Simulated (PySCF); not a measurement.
# Vertical excitation energies

Species: (FGaAsH)3 ring, As3F3Ga3H3.
Structure used (PBE0-D3(BJ)/def2-SVP), in Å, numbered top down from 1:
```xyz
12
As3F3Ga3H3 angstrom
Ga    -1.212    1.336   -0.237
F     -1.077    3.019   -0.738
As    -1.484    1.015    2.150
Ga    -0.349   -1.053    1.679
F     -1.497   -2.371    1.409
As     1.836   -1.762    0.972
Ga     1.040   -1.014   -1.199
F      2.281   -0.980   -2.448
As    -1.138   -0.322   -1.976
H     -0.169    1.779    2.315
H      2.417   -0.353    1.128
H     -0.532    0.624   -3.005
```

Method used: TDDFT CAM-B3LYP/def2-SVPD, vertical, gas phase, core orbitals frozen in the response in PySCF 2.14.0, density-fitted response routines. The CAM-B3LYP/def2-SVPD calculation is non-relativistic and has no spin–orbit coupling, an omission that weighs most on arsenic and gallium.

```json
{"state": "S1", "λ (nm)": "309.0", "E (eV)": "4.01", "f": "0.0091", "main configurations (H = HOMO, L = LUMO)": "H→L (87%)"}
{"state": "S2", "λ (nm)": "301.8", "E (eV)": "4.11", "f": "0.0018", "main configurations (H = HOMO, L = LUMO)": "H-1→L (87%)"}
{"state": "S3", "λ (nm)": "291.8", "E (eV)": "4.25", "f": "0.0013", "main configurations (H = HOMO, L = LUMO)": "H-2→L (76%), H→L+1 (9%)"}
{"state": "S4", "λ (nm)": "271.1", "E (eV)": "4.57", "f": "0.019", "main configurations (H = HOMO, L = LUMO)": "H→L+1 (63%), H-2→L (16%)"}
{"state": "S5", "λ (nm)": "265.4", "E (eV)": "4.67", "f": "0.042", "main configurations (H = HOMO, L = LUMO)": "H-1→L+1 (60%), H→L+1 (15%), H-2→L+1 (11%)"}
{"state": "S6", "λ (nm)": "261.0", "E (eV)": "4.75", "f": "0.014", "main configurations (H = HOMO, L = LUMO)": "H-2→L+1 (67%), H-1→L+1 (17%)"}
{"state": "S7", "λ (nm)": "237.9", "E (eV)": "5.21", "f": "0.0018", "main configurations (H = HOMO, L = LUMO)": "H→L+3 (27%), H→L+2 (27%), H-2→L+2 (13%)"}
{"state": "S8", "λ (nm)": "233.3", "E (eV)": "5.32", "f": "0.057", "main configurations (H = HOMO, L = LUMO)": "H→L+2 (60%), H-2→L+2 (9%), H→L+3 (9%)"}
{"state": "S9", "λ (nm)": "227.9", "E (eV)": "5.44", "f": "0.0045", "main configurations (H = HOMO, L = LUMO)": "H→L+4 (55%), H-1→L+2 (19%), H→L+3 (14%)"}
{"state": "S10", "λ (nm)": "226.8", "E (eV)": "5.47", "f": "0.092", "main configurations (H = HOMO, L = LUMO)": "H-1→L+2 (46%), H→L+3 (10%), H-2→L+4 (8%)"}
{"state": "S11", "λ (nm)": "225.5", "E (eV)": "5.50", "f": "0.010", "main configurations (H = HOMO, L = LUMO)": "H-1→L+3 (65%), H-1→L+4 (9%)"}
{"state": "S12", "λ (nm)": "224.8", "E (eV)": "5.52", "f": "0.053", "main configurations (H = HOMO, L = LUMO)": "H-1→L+4 (46%), H-2→L+3 (13%), H-2→L+2 (9%)"}
{"state": "S13", "λ (nm)": "221.3", "E (eV)": "5.60", "f": "0.0094", "main configurations (H = HOMO, L = LUMO)": "H-2→L+3 (44%), H-2→L+2 (15%), H-3→L (11%)"}
{"state": "S14", "λ (nm)": "216.3", "E (eV)": "5.73", "f": "0.0005", "main configurations (H = HOMO, L = LUMO)": "H-2→L+4 (51%), H-3→L (13%)"}
{"state": "S15", "λ (nm)": "209.0", "E (eV)": "5.93", "f": "0.032", "main configurations (H = HOMO, L = LUMO)": "H→L+5 (53%), H-5→L (12%), H-3→L (9%)"}
```

Triplets, Tamm–Dancoff:

```tsv
state	E (eV)	λ (nm)	main configurations (H = HOMO, L = LUMO)
T1	3.72	333.6	H→L (53%), H-1→L (24%), H-1→L+1 (10%)
T2	3.74	331.5	H-1→L (34%), H→L (30%), H-1→L+1 (24%)
T3	3.92	316.1	H-2→L (63%), H→L+1 (19%)
T4	4.11	301.8	H-1→L+1 (42%), H-1→L (33%)
```

The lowest singlet lies at 4.01 eV (309 nm, ultraviolet) and is weak; its leading configuration is HOMO→LUMO (87%). The strongest level in the table is S10 at 5.47 eV (227 nm, f = 0.092). Löwdin shares by element: HOMO arsenic 69%, gallium 13% or more (atoms not listed hold the other 18%); LUMO gallium 61%, arsenic 10% or more (atoms not listed hold the other 29%). The listed states span 1.92 eV, and the widest gap between neighbours is 0.46 eV (S6 to S7). The oscillator strengths of these states sum to 0.347; summed over the whole spectrum of an exact calculation they would give the number of electrons, 222 (Thomas–Reiche–Kuhn). Weighted by f, the mean energy of these states is 5.27 eV. The window holds the lowest 15 singlets.

One conformer stands for the species.
